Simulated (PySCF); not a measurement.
Radial density of Be (beryllium, neutral)

BLYP, [He] 2s1 2p1, high-spin 3P determinant (an excited configuration). Computed with PySCF 2.14 in def2-TZVPPD, with no relativity, point nucleus.

| r (bohr) | 4πr²ρ (e/bohr) | 4πr²(ρα − ρβ) |
| --- | --- | --- |
| 0.00661 | 0.01809 | 0.0004 |
| 0.0111 | 0.04955 | 0.0012 |
| 0.0187 | 0.1316 | 0.0032 |
| 0.0314 | 0.3369 | 0.0081 |
| 0.0529 | 0.8035 | 0.0189 |
| 0.0889 | 1.713 | 0.0391 |
| 0.150 | 3.022 | 0.0646 |
| 0.252 | 3.925 | 0.0725 |
| 0.423 | 3.113 | 0.0446 |
| 0.712 | 1.193 | 0.0850 |
| 1.20 | 0.5350 | 0.4198 |
| 2.01 | 0.7379 | 0.7357 |
| 3.39 | 0.4138 | 0.4138 |
| 5.70 | 0.05976 | 0.0598 |
| 9.59 | 0.001467 | 0.0015 |
